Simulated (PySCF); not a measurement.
# Spinor energies of Se⁺ (selenium, charge +1)

Start: [Ar] 3d10 4s2 4p3; 4p3/2 filled at m_j = -1/2, +1/2, +3/2. Calculated with PySCF 2.14 in x2c-TZVPall-2c: generalised Hartree-Fock with the X2C-1e Hamiltonian and a Gaussian nucleus; one run each with spin-orbit coupling (SO) switched off, then screened by Boettger's factors. This is a chosen level, not necessarily the ground level.

| spinor shell | electrons | ε, spin-free (eV) | ε, screened SO (eV) | weight of nominal j (screened SO) | rms radius, screened SO (bohr) |
| --- | --- | --- | --- | --- | --- |
| 1s1/2 | 2 | -12747.9 | -12747.6 | 1.000 | 0.0508 |
| 2s1/2 | 2 | -1706.8 | -1706.7 | 1.000 | 0.212 |
| 2p1/2 | 2 | -1497.3 | -1526.0 | 1.000 | 0.187 |
| 2p3/2 | 4 | -1497.3 | -1483.6 | 1.000 | 0.190 |
| 3s1/2 | 2 | -261.08 | -261.05 | 1.000 | 0.612 |
| 3p1/2 | 2 | -193.20 | -197.49 | 0.996 | 0.629 |
| 3p3/2 | 4 | -193.20 | -191.12 | 0.998 | 0.639 |
| 3d3/2 | 4 | -80.909 | -81.497 | 0.963 | 0.695 |
| 3d5/2 | 6 | -80.909 | -80.486 | 0.976 | 0.696 |
| 4s1/2 | 2 | -32.429 | -32.422 | 1.000 | 1.91 |
| 4p3/2 | 3 | -21.439 | -21.439 | 0.633 | 2.26 |

| quantity | spin-free | screened SO |
| --- | --- | --- |
| E (hartree) | -2427.69232 | -2427.80848 |
| M_J | 3/2 | 3/2 |
| ⟨J²⟩ | 3.751 | 3.751 |
| ⟨L²⟩ | 0.000 | 0.015 |
| ⟨S²⟩ | 3.751 | 3.735 |

Each row is a mean over spinors that exchange with the open shell spreads, by up to 8.392 eV (4s1/2).

Rows whose weight is well below 1 are mixtures of j = l ± 1/2: exchange outweighs spin-orbit coupling there, and the label is only the starting occupation.

Without spin-orbit coupling the j labels of p, d and f shells carry no meaning; the spin-free column gives the mean over the occupied spinors of each nl shell.
